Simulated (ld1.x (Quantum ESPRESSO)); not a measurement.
**Varying the TM potential for germanium (Ge)**

Base potential:

Ge, norm-conserving Troullier–Martins (Kleinman–Bylander form), made with ld1.x (Quantum ESPRESSO) 7.5 (PBE, scalar-relativistic). Core [Ar], reference 3d10 4s2 4p2. Waves: 4s (bound): rc 1.50 bohr; 4p (bound): rc 2.00 bohr; 3d (bound): rc 1.10 bohr. Local part: the d channel. Core correction: a·sin(br)/r model core inside 0.95 bohr.

All-electron outer shells of the reference configuration (PBE, scalar-relativistic, ld1.x):

```json
{"shell": "3s", "level (eV)": "-168.49", "outermost node (bohr)": "0.26", "outermost maximum (bohr)": "0.54"}
{"shell": "3p", "level (eV)": "-115.62", "outermost node (bohr)": "0.23", "outermost maximum (bohr)": "0.54"}
{"shell": "3d", "level (eV)": "-29.31", "outermost node (bohr)": "–", "outermost maximum (bohr)": "0.50"}
{"shell": "4s", "level (eV)": "-11.73", "outermost node (bohr)": "0.77", "outermost maximum (bohr)": "1.75"}
{"shell": "4p", "level (eV)": "-3.90", "outermost node (bohr)": "0.82", "outermost maximum (bohr)": "2.22"}
```

Cutoffs, loose and tight: the cutoffs (Ry, on a coarse ladder) from which the occupation-weighted sum of valence levels, in a spherical-Bessel basis at the reference potential, stays within 10 and 1 mRy of its value at 400 Ry. They do not see the model core or the augmentation charge, which bear on the density cutoff. Test errors are all-electron minus pseudo excitation energies from the reference, over the configurations 3d10 4s2 4p1; 3d10 4s2 4p0; 3d10 4s1 4p0; 3d10 4s2 4p2.3; 3d10 4s2 4p1.5; 3d9 4s2 4p2; 3d10 4s0 4p4. A dash means not determined; rows that change the core or the reference have their own tests. The largest error is taken over the tests solved by every variant that gives reliable tests at all: 3d10 4s0 4p4; 3d10 4s1 4p0; 3d10 4s2 4p0; 3d10 4s2 4p1; 3d10 4s2 4p1.5; 3d10 4s2 4p2.3.

A true bound ghost makes a file unfit for plane-wave use even where its test errors are small: the radial tests pick states by their node count and pass the ghost by. Where a test does run into it, the solver fails or the error is huge.

| change | outcome | cutoff, loose | cutoff, tight | bound ghosts | largest test error (meV) |
| --- | --- | --- | --- | --- | --- |
| base | generated | 230 Ry | over 300 Ry | s, p | -12 |
| wave 4s (bound): rc 1.50 bohr becomes 4s (bound): rc 1.16 bohr | generated | 230 Ry | over 300 Ry | s, p | -6.5 |
| wave 4s (bound): rc 1.50 bohr becomes 4s (bound): rc 1.32 bohr | generated | 230 Ry | over 300 Ry | s, p | -8.1 |
| wave 4s (bound): rc 1.50 bohr becomes 4s (bound): rc 1.48 bohr | generated | 230 Ry | over 300 Ry | s, p | -11 |
| wave 4s (bound): rc 1.50 bohr becomes 4s (bound): rc 1.66 bohr | generated | 230 Ry | over 300 Ry | s, p | -13 |
| wave 4s (bound): rc 1.50 bohr becomes 4s (bound): rc 1.80 bohr | generated | 230 Ry | over 300 Ry | s, p | -12 |
| wave 4s (bound): rc 1.50 bohr becomes 4s (bound): rc 1.92 bohr | generated | 230 Ry | over 300 Ry | s, p | -13 |
| wave 4s (bound): rc 1.50 bohr becomes 4s (bound): rc 2.24 bohr | generated | 230 Ry | over 300 Ry | s, p | -45 |

Task: What comes out with this change to the base: wave 4s (bound): rc 1.50 bohr becomes 4s (bound): rc 2.10 bohr?

Result: outcome: generated; cutoff, loose: 230 Ry; cutoff, tight: over 300 Ry; bound ghosts: s, p; largest test error (meV): -25.

Task: What comes out with this change to the base: wave 4s (bound): rc 1.50 bohr becomes 4s (bound): rc 0.94 bohr?

Result: outcome: failed: run_pseudo: Errors in PS-KS equation. Cause: the pseudo-atom solver did not find the valence states with the expected number of nodes, which is the usual sign of a ghost state.

Reading the sweep of the s radius (base included, trends over the rows without a ghost): Bound ghosts are found at 1.16, 1.32, 1.48, 1.5, 1.66, 1.8, 1.92, 2.1, 2.24 bohr. Every judged row has one, so this setting neither creates nor removes them. The generation fails at 0.94 bohr.
